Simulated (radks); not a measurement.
Results of a calculation; reference values are marked as such.
All-electron atom: Hg56.625+ in [Ne] 3s2 3p(1/2: 2, 3/2: 3.375) 3d6 (fractional occupations, a model configuration).

Level of theory: Dirac Kohn-Sham, PBE, spin-unpolarised, spherical densities, point nucleus; open shells fill j = l - 1/2 first (a radial shooting solver on a logarithmic mesh with Libxc functionals).

Energy parts (eV):
part                       energy
total                  -453613.23
kinetic                 534071.46
electron-nucleus      -1045547.04
Hartree                  64214.50
exchange-correlation     -6352.15

Orbitals (lengths in bohr, moments of r in powers of bohr; <r^-3> diverges for s and p1/2; r(90%) holds 90 % of the orbital's charge):
| orbital | occ. | eigenvalue (eV) | r(90%) | <r^-3> | <1/r> | <r^2> |
|---|---|---|---|---|---|---|
| 1s1/2 | 2 | -86836.01 | 0.0303 | - | 97.69 | 0.0003804 |
| 2s1/2 | 2 | -18392.11 | 0.108 | - | 24.17 | 0.005677 |
| 2p1/2 | 2 | -17821.69 | 0.0944 | - | 24.08 | 0.004007 |
| 2p3/2 | 4 | -15853.56 | 0.106 | 21680 | 19.51 | 0.005164 |
| 3s1/2 | 2 | -6830.097 | 0.253 | - | 9.273 | 0.03425 |
| 3p1/2 | 2 | -6593.780 | 0.244 | - | 9.181 | 0.03085 |
| 3p3/2 | 3.375 | -6112.188 | 0.262 | 5645 | 7.975 | 0.03607 |
| 3d3/2 | 4 | -5755.258 | 0.234 | 1001 | 7.847 | 0.02686 |
| 3d5/2 | 2 | -5647.819 | 0.239 | 828.0 | 7.574 | 0.02823 |

The highest occupied level is 3d5/2 at -5647.8 eV. Summed over all electrons, <r^2> = 0.4566 bohr^2, which gives a Langevin (diamagnetic) susceptibility term of -0.362 x 10^-6 cm^3/mol.
